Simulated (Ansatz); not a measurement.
Born–Oppenheimer molecular dynamics of BFH₄O₂ (8 atoms, charge 0, multiplicity 1). It starts at the highest image of a converged band. Of that band: Neighbouring images differ by up to 1.8 eV, so the band resolves the path poorly. A vibrational analysis at the climbing image gives 2 clearly imaginary modes (1672i, 201i cm⁻¹): a point of higher order. A lower path may pass nearby, or the ends, which weren't checked, may share the extra mode.

Method: Ansatz, RKS BHLYP-D4/6-31G*.

```
ensemble                      : NVE (velocity Verlet)
time step                     : 0.5 fs
steps asked                   : 200
starting velocities drawn for : 300 K
seed                          : 4305
```

Frames 0.5 fs apart, positions in Å, forces in eV/Å.

Velocities at 75 fs (Å/ps):

```
B -6.31 -12.14 -20.13
O 3.44 -6.06 12.62
H -19.45 -35.20 -43.16
O 0.98 3.93 0.51
H -50.67 -25.93 40.62
F 3.52 0.53 4.29
H 6.92 119.30 -22.75
H -5.64 95.72 -48.19
```

```xyz
8
Properties=species:S:1:pos:R:3:forces:R:3 time_fs=75 energy_less_start_eV=-2.126 T=3044
B 0.013 -0.260 0.181 -3.60 0.43 1.76
O 0.094 -0.549 1.537 0.73 -0.30 -1.16
H -0.697 -0.998 1.832 -0.14 0.28 0.11
O 1.056 -0.178 -0.608 -0.05 0.31 -0.79
H 1.587 -0.699 -0.048 2.57 -0.76 0.38
F -1.238 -0.082 -0.267 0.50 0.04 -0.31
H 0.069 7.825 -1.310 0.02 0.79 -1.35
H 0.081 8.219 -1.986 -0.02 -0.79 1.35
8
Properties=species:S:1:pos:R:3:forces:R:3 time_fs=75.5 energy_less_start_eV=-2.057 T=2953
B 0.010 -0.266 0.172 -3.41 0.54 2.33
O 0.096 -0.552 1.543 0.24 -0.49 -1.54
H -0.707 -1.015 1.810 0.23 0.46 0.10
O 1.056 -0.176 -0.608 0.30 -0.04 -0.54
H 1.564 -0.713 -0.027 2.40 -0.51 0.08
F -1.236 -0.082 -0.265 0.23 0.03 -0.43
H 0.072 7.886 -1.323 0.01 0.78 -1.41
H 0.078 8.266 -2.008 -0.01 -0.78 1.41
8
Properties=species:S:1:pos:R:3:forces:R:3 time_fs=76 energy_less_start_eV=-1.992 T=2869
B 0.005 -0.271 0.162 -3.08 0.64 2.82
O 0.098 -0.555 1.549 -0.24 -0.68 -1.89
H -0.716 -1.031 1.789 0.58 0.64 0.11
O 1.056 -0.174 -0.608 0.72 -0.53 -0.12
H 1.548 -0.728 -0.006 2.08 -0.09 -0.37
F -1.234 -0.081 -0.262 -0.06 0.03 -0.55
H 0.076 7.948 -1.339 0.00 0.67 -1.27
H 0.075 8.311 -2.027 0.00 -0.67 1.27
8
Properties=species:S:1:pos:R:3:forces:R:3 time_fs=76.5 energy_less_start_eV=-1.923 T=2780
B 0.000 -0.277 0.153 -2.63 0.72 3.23
O 0.100 -0.559 1.555 -0.68 -0.86 -2.22
H -0.724 -1.046 1.768 0.88 0.78 0.17
O 1.057 -0.172 -0.608 1.10 -1.06 0.37
H 1.536 -0.744 0.014 1.72 0.38 -0.87
F -1.232 -0.081 -0.260 -0.39 0.04 -0.68
H 0.079 8.012 -1.358 -0.01 0.47 -0.95
H 0.072 8.354 -2.043 0.01 -0.47 0.95
8
Properties=species:S:1:pos:R:3:forces:R:3 time_fs=77 energy_less_start_eV=-1.842 T=2676
B -0.005 -0.283 0.145 -2.07 0.78 3.58
O 0.101 -0.562 1.560 -1.03 -0.99 -2.54
H -0.730 -1.059 1.748 1.09 0.88 0.27
O 1.058 -0.171 -0.608 1.38 -1.55 0.83
H 1.529 -0.758 0.032 1.38 0.83 -1.33
F -1.230 -0.081 -0.259 -0.74 0.06 -0.82
H 0.083 8.078 -1.380 -0.01 0.21 -0.45
H 0.069 8.397 -2.057 0.01 -0.21 0.45
8
Properties=species:S:1:pos:R:3:forces:R:3 time_fs=77.5 energy_less_start_eV=-1.749 T=2556
B -0.011 -0.288 0.138 -1.43 0.83 3.86
O 0.103 -0.566 1.565 -1.28 -1.08 -2.84
H -0.733 -1.069 1.728 1.19 0.92 0.40
O 1.059 -0.169 -0.608 1.54 -1.96 1.23
H 1.525 -0.770 0.046 1.09 1.20 -1.69
F -1.229 -0.080 -0.257 -1.12 0.09 -0.95
H 0.086 8.143 -1.403 0.01 -0.09 0.20
H 0.067 8.438 -2.070 -0.01 0.09 -0.20
8
Properties=species:S:1:pos:R:3:forces:R:3 time_fs=78 energy_less_start_eV=-1.650 T=2429
B -0.018 -0.293 0.132 -0.72 0.86 4.09
O 0.104 -0.569 1.570 -1.42 -1.10 -3.14
H -0.733 -1.078 1.709 1.19 0.89 0.55
O 1.060 -0.168 -0.607 1.57 -2.27 1.53
H 1.523 -0.780 0.057 0.88 1.48 -1.94
F -1.227 -0.080 -0.255 -1.51 0.13 -1.09
H 0.090 8.209 -1.425 0.04 -0.36 0.88
H 0.064 8.480 -2.083 -0.04 0.36 -0.88
8
Properties=species:S:1:pos:R:3:forces:R:3 time_fs=78.5 energy_less_start_eV=-1.562 T=2317
B -0.024 -0.298 0.126 0.03 0.89 4.27
O 0.105 -0.573 1.574 -1.43 -1.05 -3.41
H -0.731 -1.084 1.691 1.07 0.79 0.71
O 1.062 -0.167 -0.606 1.50 -2.46 1.73
H 1.524 -0.786 0.063 0.73 1.65 -2.08
F -1.226 -0.080 -0.254 -1.90 0.18 -1.22
H 0.093 8.273 -1.445 0.07 -0.54 1.42
H 0.061 8.523 -2.098 -0.07 0.54 -1.42
8
Properties=species:S:1:pos:R:3:forces:R:3 time_fs=79 energy_less_start_eV=-1.502 T=2240
B -0.031 -0.303 0.122 0.78 0.90 4.42
O 0.106 -0.577 1.577 -1.34 -0.93 -3.66
H -0.726 -1.089 1.675 0.85 0.63 0.88
O 1.063 -0.166 -0.605 1.33 -2.54 1.82
H 1.526 -0.788 0.064 0.65 1.72 -2.10
F -1.225 -0.079 -0.252 -2.28 0.23 -1.35
H 0.097 8.337 -1.462 0.10 -0.58 1.64
H 0.058 8.568 -2.117 -0.10 0.58 -1.64
8
Properties=species:S:1:pos:R:3:forces:R:3 time_fs=79.5 energy_less_start_eV=-1.478 T=2209
B -0.037 -0.308 0.118 1.51 0.91 4.52
O 0.107 -0.581 1.580 -1.13 -0.76 -3.89
H -0.719 -1.092 1.661 0.53 0.41 1.03
O 1.065 -0.166 -0.604 1.08 -2.51 1.80
H 1.530 -0.786 0.060 0.65 1.68 -2.01
F -1.224 -0.079 -0.251 -2.64 0.28 -1.46
H 0.101 8.399 -1.475 0.10 -0.47 1.44
H 0.054 8.613 -2.140 -0.10 0.47 -1.44
8
Properties=species:S:1:pos:R:3:forces:R:3 time_fs=80 energy_less_start_eV=-1.481 T=2212
B -0.043 -0.312 0.116 2.20 0.90 4.60
O 0.107 -0.586 1.583 -0.85 -0.53 -4.08
H -0.710 -1.094 1.650 0.14 0.14 1.17
O 1.067 -0.167 -0.603 0.74 -2.37 1.67
H 1.536 -0.780 0.052 0.72 1.53 -1.80
F -1.224 -0.079 -0.250 -2.95 0.33 -1.57
H 0.105 8.459 -1.484 0.07 -0.27 0.91
H 0.051 8.660 -2.166 -0.07 0.27 -0.91
8
Properties=species:S:1:pos:R:3:forces:R:3 time_fs=80.5 energy_less_start_eV=-1.494 T=2227
B -0.049 -0.317 0.115 2.82 0.89 4.65
O 0.108 -0.590 1.585 -0.52 -0.29 -4.23
H -0.702 -1.095 1.642 -0.29 -0.14 1.29
O 1.070 -0.167 -0.601 0.32 -2.10 1.41
H 1.543 -0.770 0.039 0.87 1.26 -1.47
F -1.223 -0.078 -0.249 -3.21 0.38 -1.65
H 0.110 8.520 -1.491 0.02 -0.05 0.20
H 0.047 8.707 -2.194 -0.02 0.05 -0.20
```

Of the whole run (100 fs, mean temperature of the second half 2814 K): The conserved energy stayed within 0.4 meV per atom of its start (net change 0.18 meV per atom), so the integration is sound. The kinetic energy rose, since the run started high on the potential surface and went downhill. It ends in pieces (BFH2O2 + H2), so much of that is their flight and rotation, not heat. A run of 0.1 ps of so small a system gives no equilibrium averages. The orbitals stay closed-shell, which can raise the energy where a bond breaks towards radicals; this wasn't checked here.

The run took 5.7 min on 1 thread of Arm Neoverse V2, with other jobs on the host, peak memory 0.11 GiB.
